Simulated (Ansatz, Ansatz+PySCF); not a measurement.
| atom | x (Å) | y (Å) | z (Å) |
| --- | --- | --- | --- |
| H | 1.9000 | 0.0000 | 0.3700 |
| H | 0.9500 | 1.6455 | 0.3700 |
| H | -0.9500 | 1.6455 | 0.3700 |
| H | -1.9000 | 0.0000 | 0.3700 |
| H | -0.9500 | -1.6455 | 0.3700 |
| H | 0.9500 | -1.6455 | 0.3700 |
| H | 1.9000 | 0.0000 | -0.3700 |
| H | 0.9500 | 1.6455 | -0.3700 |
| H | -0.9500 | 1.6455 | -0.3700 |
| H | -1.9000 | 0.0000 | -0.3700 |
| H | -0.9500 | -1.6455 | -0.3700 |
| H | 0.9500 | -1.6455 | -0.3700 |

Basis set: 6-31G (spherical functions). All electrons are correlated. Charge 0, multiplicity 1.

Computed with Ansatz (development build ahead of 0.2.0); each method stands on the lowest determinant of its kind that the runs found. Restricted open shells among the atoms or ions are ROHF, correlated in semicanonical orbitals with singles. Restricted functionals stand beside restricted open-shell atoms, which can lie above the unrestricted atoms usual in DFT and then raise those values.

The atomization energy at this shape (free ground-state atoms in the same class of orbitals less the molecule, no zero-point energy) of singlet H12:

```tsv
method	atomization energy
ωB97X (restricted)	25.31 eV
RHF-MP2	21.29 eV
RHF	18.25 eV
```

What does PBE0 (restricted) give?

24.60 eV. Caution: the shape is not the minimum.

This basis has no polarisation functions and is too small for such energies, which can lie far from measured ones in either direction.
